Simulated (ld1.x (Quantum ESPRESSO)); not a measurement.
# What one change does to a pseudopotential (rhodium (Rh), TM)

ld1.x (Quantum ESPRESSO) 7.5 input, shortened:

```
&input
   title='Rh', zed=45., rel=1, dft='PBE', iswitch=3,
   config='[Kr] 4d7.5 5s0 5p0'
 /
 &inputp
   pseudotype=2, tm=.true., lloc=-2, rcloc=2.50,
   nlcc=.false.
 /
3
5S  1  0   0.00   0.00  1.80  1.80  0.0
5P  2  1   0.00   0.00  2.50  2.50  0.0
4D  3  2   7.50   0.00  1.20  1.20  0.0
 &test
   configts(1)='4d7.5 5s0 5p0'
 /
```

Change: local potential all-electron potential smoothed inside 2.08 bohr (lloc = -2).

Cutoffs: the cutoffs (Ry, on a coarse ladder) from which the occupation-weighted sum of valence levels, in a spherical-Bessel basis at the reference potential, stays within 10 and 1 mRy of its value at 400 Ry; they do not see the model core or the augmentation charge, which bear on the density cutoff. Errors are all-electron minus pseudo energies relative to the spin-unpolarised reference configuration.

Task: Predict the effect on cutoff, ghosts and configuration errors.

Result: The potential gets neither clearly harder nor softer (70 Ry and 90 Ry → 70 Ry and 90 Ry); the s channel binds one level more than in the base; of the 7 tests that both files solve, the error grows in 2 and shrinks in 4 by more than 15 % and 0.3 meV (median size 51.2 → 26.3 meV); neither file shows a bound ghost.

| quantity | base | changed |
| --- | --- | --- |
| cutoff, loose | 70 Ry | 70 Ry |
| cutoff, tight | 90 Ry | 90 Ry |
| bound ghosts | none | none |
| error for 4d8 5s1 5p0, meV [ΔE -15.69 eV] | +51 | +64 |
| error for 4d8 5s0 5p0, meV [ΔE -8.23 eV] | -13 | -7.2 |
| error for 4d7 5s0 5p0, meV [ΔE 11.28 eV] | -21 | -13 |
| error for 4d8 5s0 5p1, meV [ΔE -12.09 eV] | +20 | +26 |
| error for 4d7 5s2 5p0, meV [ΔE -13.22 eV] | +59 | +61 |
| error for 4d6 5s0 5p0, meV [ΔE 43.78 eV] | -242 | -171 |
| error for 4d9 5s0 5p0, meV [ΔE -16.60 eV] | -63 | -24 |
| s: phases at 2.68 bohr within 0.05 rad from the reference energy up to (Ry; the scan ends near 5) | 0.1 | -0.4 |
| p: phases at 2.68 bohr within 0.05 rad from the reference energy up to (Ry; the scan ends near 5) | 0.4 | 0.1 |
| d: phases at 2.68 bohr within 0.05 rad from the reference energy up to (Ry; the scan ends near 5) | 0.2 | 0.6 |
